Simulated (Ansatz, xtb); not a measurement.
## C2H10SSi2: which of two isomers lies lower

Structure a is `C[Si](C)([SiH3])S`, a singlet and structure b is `[SiH3]C[SiH2]CS`, a singlet. Both are isolated molecules in the gas phase, relaxed with PBE0-D3(BJ)/def2-SVP; the shapes shown needn't be the lowest conformers.

a (Å):

```xyz
15

C    -0.0832    1.9065    2.0500
C     2.4732    0.2537    1.4809
S     1.9014    3.0949   -0.1789
Si    1.1019    1.2956    0.7286
Si   -0.0186    0.1201   -0.9640
H    -0.8802    2.5263    1.6128
H    -0.5514    1.0545    2.5674
H     0.4542    2.5097    2.7988
H     3.1907   -0.0773    0.7147
H     3.0231    0.8372    2.2359
H     2.0547   -0.6427    1.9667
H     0.9275   -0.1572   -2.0921
H    -0.5585   -1.1934   -0.4834
H    -1.1576    0.9332   -1.4926
H     2.6170    2.4434   -1.1219
```

b (Å):

```xyz
15

C     0.2517    1.4106    1.8718
C     2.6511    0.7050    0.0554
S     3.6515    0.3100    1.5275
Si   -0.6442   -0.2209    1.6058
Si    1.3159    1.9884    0.4375
H     0.3368   -1.3239    1.3656
H    -1.5441   -0.1334    0.4134
H    -1.4723   -0.5806    2.7977
H     0.9090    1.3028    2.7516
H    -0.4905    2.1927    2.1059
H     2.0048    3.2732    0.7841
H     0.4766    2.2199   -0.7819
H     2.1770   -0.2478   -0.2307
H     3.2938    1.0049   -0.7873
H     4.0495    1.5735    1.7963
```

Estimate which is lower in electronic energy at CCSD(T)/def2-SVP + ΔMP2/def2-TZVPP, and by roughly how much.

The CCSD(T)/def2-SVP + ΔMP2/def2-TZVPP calculation puts structure a lower, by 1.183 eV.

Level by level:

```json
{"level": "GFN2-xTB", "geometry": "GFN2-xTB", "E(b) − E(a) (eV)": "+0.629", "departure from the last row (eV)": "−0.554", "job, with rough time for the two": "optimisation, 0.21 s"}
{"level": "HF/STO-3G", "geometry": "GFN2-xTB", "E(b) − E(a) (eV)": "+1.118", "departure from the last row (eV)": "−0.064", "job, with rough time for the two": "single point, 0.36 s"}
{"level": "r2SCAN-D4/def2-SVP", "geometry": "GFN2-xTB", "E(b) − E(a) (eV)": "+1.262", "departure from the last row (eV)": "+0.079", "job, with rough time for the two": "single point, 3 s"}
{"level": "PBE0-D3(BJ)/def2-SVP", "geometry": "PBE0-D3(BJ)/def2-SVP", "E(b) − E(a) (eV)": "+1.311", "departure from the last row (eV)": "+0.128", "job, with rough time for the two": "optimisation, 37 s"}
{"level": "HF/def2-SVP", "geometry": "PBE0-D3(BJ)/def2-SVP", "E(b) − E(a) (eV)": "+1.163", "departure from the last row (eV)": "−0.019", "job, with rough time for the two": "part of the CCSD(T) run"}
{"level": "MP2/def2-SVP", "geometry": "PBE0-D3(BJ)/def2-SVP", "E(b) − E(a) (eV)": "+1.156", "departure from the last row (eV)": "−0.026", "job, with rough time for the two": "part of the CCSD(T) run"}
{"level": "CCSD(T)/def2-SVP", "geometry": "PBE0-D3(BJ)/def2-SVP", "E(b) − E(a) (eV)": "+1.148", "departure from the last row (eV)": "−0.035", "job, with rough time for the two": "single point"}
{"level": "CCSD(T)/def2-SVP + ΔMP2/def2-TZVPP", "geometry": "PBE0-D3(BJ)/def2-SVP", "E(b) − E(a) (eV)": "+1.183", "departure from the last row (eV)": "", "job, with rough time for the two": "single point, 29 s"}
```

As drawn, b has 1 C–Si, 1 C–S, 2 Si–H in place of 1 Si–Si, 1 S–Si, 2 C–H.

None of the levels shown reverses the order. The largest departure from CCSD(T)/def2-SVP + ΔMP2/def2-TZVPP is that of GFN2-xTB, 0.554 eV. The last row adds to CCSD(T) the change of the MP2 difference between the two basis sets, here +0.035 eV.

With thermal terms from frequencies at re-optimised GFN2-xTB minima (ideal gas, soft modes damped towards free rotors, one conformer each, 298.15 K, 1 atm): on the last row, ΔE + ΔZPE = +1.078, ΔH = +1.038, ΔG = +1.129 eV.

The correlated steps freeze 17 core orbitals. Programs: Ansatz 0.2.0, xtb 6.7.1; the last row on 2 threads of Intel(R) Xeon(R) 6975P-C (Granite Rapids) on a shared host.
